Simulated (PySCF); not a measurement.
## Worked example: oscillator strength and radiative lifetime

C2H9FSi2, SMILES C[C@H]([SiH3])[SiH2]F.

Coordinates come from a PBE0-D3(BJ)/def2-SVP optimisation. The structure was generated by enumeration; whether it is a known compound was not checked. The values are those of a single conformer.

TDDFT-LC-ωPBE/def2-SVPD (PySCF 2.14.0) puts the first singlet state with f over 0.02 at 8.49 eV (vertical), with the transition dipole (-0.338, 0.141, 0.037) in atomic units.

Q: Find the oscillator strength, the wavelength and the radiative lifetime that this transition would have in vacuum if emission retraced absorption.

A: 
|μ|² = 0.1355 au, so |μ| = 0.94 D. ΔE = 8.49/27.211 = 0.3120 hartree. f = (2/3) ΔE |μ|² = 0.028 (the program prints 0.028).
λ = 1239.84/8.49 = 146 nm; ν = 68476 cm⁻¹.
Einstein's coefficient A = 0.6670 ν² f s⁻¹ (ν in cm⁻¹) = 8.8e7 s⁻¹, so τ = 1/A = 11 ns. This state is S3; the lower singlets have f = 0.007, 0.007. The figure is the radiative limit of this one transition; relaxation, internal conversion, crossing to triplets and a medium change what is measured.
